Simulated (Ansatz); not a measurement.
Calculated with Ansatz (gas phase, PBE0-D4/def2-TZVP geometries, no zero-point term in ΔE). CBS: MP2 limit from def2 TZ/QZ plus the TZ coupled-cluster correction, frozen cores. Functionals use def2-TZVPP. Elements past krypton have def2 core potentials. For Sb, Sc outer-core shells are correlated without core-valence functions, which leaves a few kJ/mol of doubt a bond. Scalar relativity is left out up to krypton. Each species was taken in one conformer, which may not be the lowest.

`[CH3][Sb]([CH3])[SH]` + `[F][Sc]([F])[O][SiH3]` → `[CH3][Sb]([SiH3])[SH]` + `C[O][Sc]([F])[F]`  (redistribution)

(1) Is it downhill or uphill in electronic energy at CCSD(T)/CBS, and by how much? (Best estimate.)

(2) What do these levels give: PBE-D4, ωB97X-V, ωB97M-V, B2PLYP, PBE0, MP2/def2-TZVPP, SCS-MP2/def2-TZVPP, CCSD/def2-TZVPP, MP2/def2-QZVPP, SCS-MP2/def2-QZVPP, HF/CBS(def2), MP2/CBS(def2)? (Best estimate.)

Largest T1 diagnostic among the species: 0.016.

## Answers

(1) Computed: Uphill: ΔE = +1.66 eV.

(2) The calculation gave: PBE-D4 1.32, ωB97X-V 1.55, ωB97M-V 1.59, B2PLYP 1.61, PBE0 1.43, MP2/def2-TZVPP 1.73, SCS-MP2/def2-TZVPP 1.73, CCSD/def2-TZVPP 1.67, MP2/def2-QZVPP 1.75, SCS-MP2/def2-QZVPP 1.75, HF/CBS(def2) 1.78, MP2/CBS(def2) 1.75 eV.

From PBE to PBE0 (25 % exact exchange), in def2-TZVPP and without D4, ΔE moves by +0.09 eV.
